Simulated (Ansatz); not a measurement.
`O=CCC(F)(F)F` → `FC(F)[C@H]1O[C@H]1F`  (isomerisation)

Gas-phase electronic energies from Ansatz, PBE0-D4/def2-TZVP geometries. CCSD(T)/CBS is the MP2 limit (def2-TZVPP, def2-QZVPP) plus CCSD(T) − MP2 in def2-TZVPP, frozen cores. Each species was taken in one conformer, which may not be the lowest.

| species | CCSD(T)/CBS(def2) energy (Eh) |
| --- | --- |
| `O=CCC(F)(F)F` | -490.50329 |
| `FC(F)[C@H]1O[C@H]1F` | -490.45409 |

(1) Work out ΔE.

Largest T1 diagnostic among the species: 0.013.

Answers

(1) ΔE = (-490.45409) − (-490.50329) = 0.04920 Eh = +129.2 kJ/mol.

At CCSD(T), def2-SVP lies +20.0 kJ/mol from the extrapolated value and def2-TZVPP +1.8 kJ/mol. Leaving LDA and LC-ωPBE aside and taking each functional with its dispersion term where it has one, the values, not all of them listed here, spread over 18.5 kJ/mol, from PBE-D4 to BHLYP-D4. LDA lies −6.9 kJ/mol from PBE without D4. In def2-TZVPP, CCSD(T) changes the Hartree–Fock value by −18.2 kJ/mol (the triples alone add −0.9 kJ/mol) and MP2 by −20.8 kJ/mol.
